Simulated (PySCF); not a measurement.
# Reading the logs of faulty runs: B2CH7Si

These are calculations, not measurements. The program is PySCF 2.14.0, an open-source quantum chemistry code, run on an isolated molecule that a program drew, which may never have been made. The molecule is B2CH7Si (charge 0, doublet), drawn as the SMILES string `BB(C)[SiH2]`.

Each row is a Hartree-Fock (HF) and frozen-core CCSD(T) single point in the cc-pV(D+d)Z basis, meant for a local HF minimum. Run 1 is clean. Each other run has one planted mistake out of seven kinds, and not every kind appears here: one electron removed, one electron added, multiplicity raised by two, geometry at a saddle point, minimal basis STO-3G, one bond length entered in bohr, all coordinates scaled. The reference is restricted for singlets and unrestricted otherwise, and also for a bond in bohr. Adding or removing an electron swaps singlet and doublet. Electrons count all cores. HOMO and LUMO are orbital energies over both spins, the gradient is its largest component, and the lowest frequency (negative if imaginary) is given only where the gradient is small. Bond lengths are over the 10 bonds as drawn. T1 is the CCSD diagnostic: over 0.02 (restricted) or 0.045 (unrestricted) a single reference is doubtful.

Geometry of the clean run:
```xyz
11
B2CH7Si, angstrom
B    -0.1165   -1.0056   -3.1037
B     0.4241   -0.5448   -1.5733
C    -0.3190   -0.9905   -0.2374
Si    2.0783    0.5888   -1.4401
H    -0.9677   -0.3817   -3.6841
H     0.3360   -1.9618   -3.6791
H    -1.2209   -0.3672   -0.1580
H     0.2532   -0.8474    0.6813
H    -0.6683   -2.0267   -0.2732
H     2.3139    1.3693   -0.2018
H     2.5745    1.3372   -2.6191
```

| run | electrons | basis functions | <S^2> | HOMO (eV) | LUMO (eV) | gradient (hartree/bohr) | lowest frequency (cm^-1) | mean bond (Å) | longest bond (Å) | T1 | HF (hartree) | CCSD(T) (hartree) | mistake |
|---|---|---|---|---|---|---|---|---|---|---|---|---|---|
| 1 | 37 | 100 | 0.768 | -8.35 | 0.84 | 1.4e-05 | 80 | 1.3948 | 2.010 | 0.0163 | -380.17622 | -380.64741 | no fault |
| 2 | 37 | 31 | 0.762 | -5.73 | 5.63 | 2.6e-02 | - | 1.3948 | 2.010 | 0.0147 | -375.74284 | -375.95241 | minimal basis STO-3G |
| 3 | 37 | 100 | 1.659 | -8.58 | 0.44 | 3.4e-02 | - | 1.5364 | 3.009 | 0.0335 | -380.05286 | -380.50144 | one bond length entered in bohr |
| 4 | 37 | 100 | 0.769 | -8.36 | 0.79 | 2.8e-02 | - | 1.4547 | 2.096 | 0.0169 | -380.16148 | -380.63703 | all coordinates scaled |
| 5 | 36 | 100 | 0.000 | -15.99 | -6.62 | 4.2e-02 | - | 1.3948 | 2.010 | 0.0150 | -379.90192 | -380.35767 | ? |
| 6 | 38 | 100 | 0.000 | -0.83 | 6.47 | 3.3e-02 | - | 1.3948 | 2.010 | 0.0221 | -380.17244 | -380.68756 | ? |

**Which mistake was planted in run 5, and what did it cost?**

It counts 36 electrons, one fewer than the clean run, at the same geometry and basis. So the mistake is: one electron removed. Subtracting run 1 and multiplying by 627.51 kcal/mol a hartree, the energy moved by 172.1 kcal/mol in HF and 181.8 kcal/mol in CCSD(T).

**Which mistake was planted in run 6, and what did it cost?**

It counts 38 electrons, one more than the clean run, at the same geometry and basis. So the mistake is: one electron added. Subtracting run 1 and multiplying by 627.51 kcal/mol a hartree, the energy moved by 2.4 kcal/mol in HF and -25.2 kcal/mol in CCSD(T).

Cautions from the logs. Run 6: T1 is over the limit, so its CCSD(T) energy is less reliable.
